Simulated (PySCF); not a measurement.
Species: C6H14SSi.
Numbering: `[SiH3:1][CH2:2][C@@H:3]1[CH2:4][CH2:5][CH2:6][CH2:7][S:8]1` (hydrogens: H9, H10, H11 on Si1; H12, H13 on C2; H14 on C3; H15, H16 on C4; H17, H18 on C5; H19, H20 on C6; H21, H22 on C7)

All values: PBE0/pcSseg-1 (PySCF, non-relativistic), on one gas-phase PBE0-D3(BJ)/def2-SVP geometry that isn't relaxed in the solvent. The solvent is an IEF-PCM continuum (Bondi radii, 1.10 Å for H, scaled by 1.2). Specific hydrogen bonds and non-electrostatic terms are outside this model.

Gas phase at PBE0/pcSseg-1: HOMO -6.31 eV, LUMO 0.74 eV, dipole 1.58 D.

What does the continuum do to the energy, the frontier levels and the dipole at PBE0/pcSseg-1 in chloroform and acetonitrile?

```tsv
solvent	ε	E(solvent) − E(gas) (kcal/mol)	polarisation term (kcal/mol)	distortion of the solute (kcal/mol)	HOMO (eV)	LUMO (eV)	dipole (D)
chloroform	4.711	-2.31	-2.57	0.26	-6.37	0.82	2.02
acetonitrile	35.69	-3.22	-3.76	0.54	-6.43	0.82	2.23
```

The first energy column is the sum of the next two and covers electrostatics alone. From chloroform to acetonitrile the lowering changes by a factor 1.39, Onsager's factor (ε − 1)/(2ε + 1) by 1.35 and ε itself by 7.6.

Which radius a makes the point-dipole formula ΔE = −[(ε − 1)/(2ε + 1)]·μ²/a³ give the value in acetonitrile, with the gas-phase dipole?

μ = 0.620 au and |ΔE| = 0.00513 Eh give a = 1.75 Å; the farthest nucleus lies 4.57 Å from the centroid of the nuclei, so such a sphere wouldn't even hold the nuclei. The formula assumes a rigid point dipole at the centre of a sphere.

Which Hirshfeld charges (PBE0/pcSseg-1) respond most in acetonitrile (means over atoms taken as equivalent)?

```csv
atoms,environment,gas (e),solvent (e),change
S8,sulfide sulfur,-0.016,-0.053,-0.037
H22,methylene hydrogen,+0.035,+0.041,+0.006
H14,methine hydrogen,+0.030,+0.036,+0.006
H20,methylene hydrogen,+0.041,+0.047,+0.006
H16,methylene hydrogen,+0.037,+0.041,+0.004
H18,methylene hydrogen,+0.034,+0.038,+0.004
H21,methylene hydrogen,+0.047,+0.051,+0.004
Si1,SiH3 silicon,+0.310,+0.314,+0.004
H17,methylene hydrogen,+0.042,+0.044,+0.002
C7,sp3 carbon bound to sulfur,-0.074,-0.072,+0.002
C3,sp3 carbon bound to sulfur,-0.027,-0.025,+0.002
H13,methylene hydrogen,+0.039,+0.041,+0.002
```

Which Mayer bond orders change most in acetonitrile?

```tsv
bond	length (Å)	gas	solvent	change
S8–C3	1.830	1.003	0.983	-0.020
C7–S8	1.814	0.997	0.980	-0.017
C7–H21	1.101	0.947	0.942	-0.005
C6–C7	1.520	1.015	1.019	+0.004
C3–C4	1.524	0.962	0.965	+0.003
Si1–C2	1.891	0.910	0.912	+0.002
Si1–H9	1.495	0.949	0.947	-0.002
C2–H13	1.105	0.934	0.932	-0.002
```

The run took 90 s of wall time on one thread of an Arm Neoverse N1, shared host with 64 logical CPUs at a one-minute load of 62, and the process peaked at 1.3 GiB of memory. This is the whole shielding run at PBE0/pcSseg-1 in acetonitrile, SCF included.
